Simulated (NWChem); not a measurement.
C$_{4}$H$_{2}$F$_{2}$O; SMILES Fc1cocc1F

```xyz
9

F      0.0000     1.4844     1.3955
C      0.0000     0.7132     0.3271
C      0.0000     1.0964    -0.9806
O      0.0000     0.0000    -1.7643
C      0.0000    -1.0964    -0.9806
C      0.0000    -0.7132     0.3271
F      0.0000    -1.4844     1.3955
H      0.0000     2.0674    -1.4664
H      0.0000    -2.0674    -1.4664
```
Atoms are numbered in this order, from 1.

Level: PBE0/def2-SVP (NWChem), optimised geometry, unscaled harmonic frequencies. 

Q: List the harmonic frequencies with IR intensities, and the thermochemistry.

A: 
```
frequency (cm⁻¹)  IR intensity (km/mol)
----------------  ---------------------
259                                 0.2
275                                 0.0
385                                 0.0
511                                 1.6
622                                15.7
637                                 0.0
641                                 5.4
753                                 0.0
766                                 7.2
792                                63.8
888                                53.1
1093                               25.9
1218                               15.5
1271                               34.0
1294                               42.6
1358                               77.1
1490                               41.9
1686                              149.4
1736                               27.5
3317                                7.0
3322                                5.4
```

```
Item                                                                                Value
-----------------------------------------------------------------------  ----------------
zero-point energy                                                           34.7 kcal/mol
thermal correction to the enthalpy at 298.15 K (with zero-point energy)     38.6 kcal/mol
heat capacity Cv                                                         18.7 cal/(mol K)
entropy at 298.15 K and 1 atm (symmetry number 2)                        72.6 cal/(mol K)
dipole moment                                                                      1.38 D
```

Rigid rotor and harmonic oscillator.
